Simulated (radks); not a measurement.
Results of a calculation; reference values are marked as such.
Species: neutral rhodium. Configuration: [Kr] 4d8 5s1. Level of theory: scalar-relativistic Kohn-Sham, LDA (Slater exchange, Perdew-Wang correlation), spin-unpolarised, spherical densities, point nucleus (a radial shooting solver on a logarithmic mesh with Libxc functionals).

Radial electron density D(r) = 4 pi r^2 rho(r):

r (bohr),D(r) (e/bohr)
0.001118,1.296
0.001491,2.158
0.002004,3.605
0.002673,5.847
0.003594,9.413
0.004794,14.56
0.006445,21.95
0.008597,31.18
0.01156,41.88
0.01542,51.35
0.02056,56.83
0.02764,56.05
0.03687,51.06
0.04957,49.40
0.06611,57.70
0.08889,70.00
0.1186,68.90
0.1594,53.20
0.2126,47.32
0.2835,55.67
0.3812,49.27
0.5084,26.08
0.6836,14.65
0.9118,15.61
1.226,12.26
1.635,6.291
2.198,2.641
2.932,1.108
3.91,0.4051
5.257,0.1011
7.012,0.01516
9.427,0.0009929

D(r) has 4 maxima, at r = 0.0230, 0.101, 0.307, 0.919 bohr, and minima at 0.0458, 0.199, 0.711 bohr, inside which lie 2.02, 11.12, 29.08 electrons.
